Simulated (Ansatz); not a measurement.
This geometry of a periodic cell of 63 atoms, AlSi$_{62}$ (host Si, host structure diamond, dopant Al, one Si atom removed), cell charge -1 is a first-order saddle point.

Computed with DFT PBE-D3(BJ), scalar-relativistic, plane waves, PAW in Ansatz. Settings: PAW set soft_1, cutoff 420 eV, k mesh 1x1x1, gaussian smearing 0.05 eV, no spin polarisation.

```xyz
63
Lattice="10.8600 0.0000 0.0000 0.0000 10.8600 0.0000 0.0000 0.0000 10.8600" Properties=species:S:1:pos:R:3
Si 5.324 -0.111 0.052
Si 6.753 1.329 1.345
Si 8.148 2.710 -0.001
Si 9.562 4.126 1.315
Si 8.127 0.022 2.731
Si 9.517 1.391 4.058
Si -0.024 0.011 -0.001
Si 1.360 1.355 1.355
Si 2.717 2.709 -0.001
Si 4.082 4.070 1.355
Si 5.442 5.416 -0.001
Si 6.791 6.793 1.358
Si 8.147 8.147 0.002
Si 9.481 9.535 1.363
Si 2.717 0.018 2.744
Si 4.101 1.377 4.079
Si 5.453 2.724 2.714
Si 6.823 4.091 4.058
Si 8.187 5.453 2.691
Si 9.611 6.840 3.960
Si 5.415 -0.010 5.462
Si 6.786 1.359 6.788
Si 8.148 2.719 5.428
Si 9.518 4.092 6.751
Si 8.111 -0.011 8.161
Si 9.497 1.372 9.474
Si 0.111 5.541 -0.022
Al 2.000 7.563 0.793
Si 3.913 9.341 1.414
Si 0.023 2.748 2.692
Si 1.405 4.147 3.988
Si 2.742 5.571 2.573
Si 4.095 6.786 4.080
Si 5.447 8.149 2.738
Si 6.796 9.515 4.095
Si -0.024 0.018 5.451
Si 1.365 1.340 6.808
Si 2.713 2.724 5.415
Si 4.078 4.051 6.789
Si 5.441 5.408 5.439
Si 6.794 6.788 6.776
Si 8.182 8.132 5.395
Si 9.480 9.509 6.788
Si 2.663 -0.099 8.234
Si 4.049 1.307 9.524
Si 5.414 2.679 8.162
Si 6.790 4.052 9.492
Si 8.137 5.414 8.128
Si 9.491 6.787 9.481
Si 0.149 8.218 2.567
Si 1.352 9.539 4.095
Si 0.024 5.453 5.382
Si 1.357 6.792 6.780
Si 2.714 8.146 5.425
Si 4.048 9.483 6.819
Si 0.000 2.723 8.121
Si 1.360 4.068 9.491
Si 2.714 5.419 8.134
Si 3.987 6.770 9.587
Si 5.387 8.110 8.184
Si 6.751 9.483 9.526
Si -0.015 8.145 8.135
Si 1.320 9.345 9.656
```

Question: Which two structures does it join? (They come from a converged band through this point; their orientation in space is the band's.)

Answer: Contacts lost: Si27–Al28, Al28–Si32, Al28–Si50. Contacts made: Al28–Si29, Al28–Si59, Al28–Si63. The atom that moves furthest is Al28, by 0.91 Å; four of its nearest neighbours are Si27 2.57, Si50 2.57, Si32 2.57, Si29 3.09 Å at the first end and Si63 2.57, Si59 2.57, Si29 2.57, Si50 3.09 Å at the last.

First end point:

```xyz
63
Lattice="10.8600 0.0000 0.0000 0.0000 10.8600 0.0000 0.0000 0.0000 10.8600" Properties=species:S:1:pos:R:3
Si 5.351 -0.076 0.048
Si 6.770 1.344 1.352
Si 8.155 2.726 0.005
Si 9.567 4.141 1.321
Si 8.125 0.016 2.729
Si 9.510 1.382 4.064
Si -0.019 0.001 0.015
Si 1.353 1.359 1.361
Si 2.709 2.714 0.005
Si 4.088 4.052 1.372
Si 5.429 5.413 0.014
Si 6.785 6.786 1.361
Si 8.142 8.140 0.005
Si 9.479 9.520 1.373
Si 2.700 0.004 2.735
Si 4.080 1.354 4.090
Si 5.444 2.699 2.730
Si 6.811 4.082 4.066
Si 8.174 5.447 2.700
Si 9.567 6.825 4.007
Si 5.409 -0.019 5.468
Si 6.781 1.354 6.792
Si 8.143 2.714 5.431
Si 9.508 4.081 6.764
Si 8.105 -0.018 8.165
Si 9.484 1.353 9.494
Si 0.100 5.532 -0.047
Al 1.774 7.207 0.940
Si 3.935 9.369 1.379
Si 0.014 2.748 2.700
Si 1.394 4.140 4.007
Si 2.761 5.531 2.614
Si 4.090 6.774 4.092
Si 5.431 8.134 2.734
Si 6.783 9.513 4.091
Si -0.016 0.015 5.449
Si 1.361 1.344 6.802
Si 2.711 2.727 5.421
Si 4.079 4.057 6.793
Si 5.443 5.416 5.448
Si 6.769 6.796 6.803
Si 8.155 8.142 5.422
Si 9.484 9.512 6.794
Si 2.667 -0.075 8.220
Si 4.045 1.317 9.529
Si 5.410 2.680 8.165
Si 6.782 4.057 9.495
Si 8.124 5.417 8.130
Si 9.481 6.774 9.484
Si 0.100 8.195 2.615
Si 1.342 9.522 4.094
Si 0.013 5.445 5.400
Si 1.353 6.786 6.787
Si 2.709 8.140 5.431
Si 4.044 9.476 6.828
Si -0.016 2.698 8.131
Si 1.342 4.053 9.485
Si 2.700 5.413 8.143
Si 3.936 6.767 9.636
Si 5.350 8.099 8.223
Si 6.744 9.477 9.531
Si -0.018 8.133 8.144
Si 1.337 9.371 9.635
```

Last end point:

```xyz
63
Lattice="10.8600 0.0000 0.0000 0.0000 10.8600 0.0000 0.0000 0.0000 10.8600" Properties=species:S:1:pos:R:3
Si 5.366 -0.064 0.036
Si 6.781 1.351 1.350
Si 8.163 2.733 0.003
Si 9.580 4.150 1.310
Si 8.151 0.019 2.721
Si 9.523 1.395 4.052
Si -0.018 0.022 -0.016
Si 1.363 1.360 1.352
Si 2.719 2.715 -0.004
Si 4.092 4.071 1.342
Si 5.452 5.412 -0.016
Si 6.790 6.793 1.352
Si 8.145 8.149 -0.004
Si 9.501 9.522 1.342
Si 2.731 0.022 2.733
Si 4.090 1.377 4.086
Si 5.449 2.721 2.721
Si 6.825 4.093 4.052
Si 8.187 5.458 2.687
Si 9.580 6.835 3.995
Si 5.423 -0.007 5.453
Si 6.790 1.360 6.785
Si 8.151 2.721 5.424
Si 9.523 4.093 6.750
Si 8.122 -0.007 8.152
Si 9.489 1.377 9.485
Si 0.134 5.564 -0.021
Al 2.298 7.728 0.417
Si 3.975 9.405 1.406
Si 0.028 2.757 2.687
Si 1.405 4.150 3.995
Si 2.736 5.564 2.581
Si 4.092 6.803 4.074
Si 5.452 8.161 2.733
Si 6.807 9.520 4.086
Si -0.006 0.019 5.424
Si 1.365 1.351 6.794
Si 2.712 2.733 5.412
Si 4.090 4.059 6.768
Si 5.449 5.424 5.424
Si 6.781 6.795 6.794
Si 8.163 8.142 5.412
Si 9.489 9.520 6.768
Si 2.679 -0.064 8.209
Si 4.059 1.328 9.516
Si 5.423 2.692 8.152
Si 6.807 4.059 9.485
Si 8.151 5.424 8.126
Si 9.501 6.803 9.483
Si 0.134 8.166 2.581
Si 1.373 9.522 4.074
Si 0.028 5.458 5.388
Si 1.363 6.793 6.785
Si 2.719 8.149 5.430
Si 4.059 9.489 6.817
Si -0.006 2.721 8.126
Si 1.373 4.071 9.483
Si 2.731 5.412 8.123
Si 3.975 6.739 9.600
Si 5.366 8.109 8.209
Si 6.758 9.489 9.516
Si -0.018 8.161 8.123
Si 1.309 9.405 9.600
```

Question: How far does it lie above each of them?

Answer: 0.090 eV above the first and 0.089 eV above the second. This is the barrier of this one path; another mechanism may lie lower. Limits of this set-up: coarse k mesh, no spin, though dangling bonds at a vacancy may carry it, charged cell in a uniform background, uncorrected.

The run took 16 min on 4 threads of Arm Neoverse V1, on a shared host, peak memory 2.7 GiB.
